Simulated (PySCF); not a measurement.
Al(All)(F)(OH) (C3H6AlFO), SMILES C=C[CH2][Al]([OH])[F]. Geometry optimised at PBE0-D3(BJ)/def2-SVP. The structure was generated by enumeration; whether it is a known compound was not checked. The values are those of a single conformer.

Problem. Give the equilibrium geometry at PBE0-D3(BJ)/def2-SVP (PySCF confirms it by a frequency run) as a Z-matrix. (The exact figures need the calculation; the answer reports its results.)

Solution. Several could match; the one computed here: 
```
C
C 1 1.3450
H 2 1.0921 1 121.06
H 2 1.0958 3 117.12 1 178.75
H 1 1.0979 2 117.73 3 -2.12
C 1 1.4978 5 116.14 2 174.13
H 6 1.0965 1 113.04 5 19.97
H 6 1.1004 7 110.37 1 -127.11
Al 6 1.9373 7 116.95 8 -127.74
F 9 1.6687 6 119.04 7 149.31
O 9 1.6956 10 119.40 4 -134.72
H 11 0.9583 9 125.19 10 6.92
```
Charge 0, spin multiplicity 1.
